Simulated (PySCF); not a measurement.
Compound: C5H9OS (doublet state).
Z-matrix (Å and degrees, GFN2-xTB geometry), rows numbered from 1:
```
C 
C   1  1.4839
S   2  1.7137  1  123.22
C   3  1.8367  2  102.61  1   -37.92
C   4  1.5186  3  109.28  2  -173.00
C   5  1.5016  4  112.24  3  -179.91
O   6  1.1977  5  125.61  4     3.09
H   1  1.0872  2  109.52  3  -175.60
H   1  1.0963  2  111.92  3   -55.68
H   1  1.0915  2  111.70  3    64.51
H   2  1.0753  1  119.65  3   152.70
H   4  1.0893  3  108.64  2    66.26
H   4  1.0897  3  107.88  2   -52.39
H   5  1.0935  4  110.78  3    58.67
H   5  1.0941  4  110.45  3   -59.31
H   6  1.1082  5  113.09  4  -176.97
```

The hyperfine couplings belong to this conformer and change with its torsions.

As a line formula: `C[CH]SCCC=O` [radical].

Method used: PySCF 2.14.0, UKS B3LYP, pcH-1 on C H O S, non-relativistic, mean-field spin-orbit, GIAO. Isolated species at its GFN2-xTB geometry (one conformer only). The geometry wasn't refined by DFT: couplings that depend on bond lengths, twists or pyramidal angles can differ widely from those at the functional's own minimum. Stability of the SCF solution: not tested.

The largest Mulliken spin populations are on C2 (+0.84), S3 (+0.15) and C1 (-0.06). The angles at C2 add up to 354.9°, so it is nearly planar; its axial dipolar tensor and the negative coupling of its proton fit spin in a p orbital normal to that plane.

Q: List the C–H protons on four-coordinate carbons next to a three-coordinate spin centre, with their couplings and θ (C–H bond against the normal to the plane of the centre's neighbours, projected along the bond that joins the two).

A: 
```csv
β H,on,centre,θ (°),cos²θ,a (G)
H8,C1,C2,82,0.02,+0.99
H9,C1,C2,22,0.86,+40.18
H10,C1,C2,37,0.63,+23.74
```

Fitting the Heller–McConnell form a = ρ(B0 + B2 cos²θ), with Mulliken ρ = 0.84, gives B0 = -0.9 G and B2 = 53.2 G, with a largest miss of 3.7 G. By this fit the coupling would be 44.0 G at θ = 0° and -0.8 G at 90°.

Q: What would the freely rotating methyl group on C1 show?

A: Three equal couplings, a 1:3:3:1 quartet. The mean of the three values of this geometry estimates the splitting: 21.6 G, or 60.7 MHz (three bonds 120° apart have a mean cos²θ of 1/2 at any torsion).

Couplings in gauss use g_iso = 2.0044.
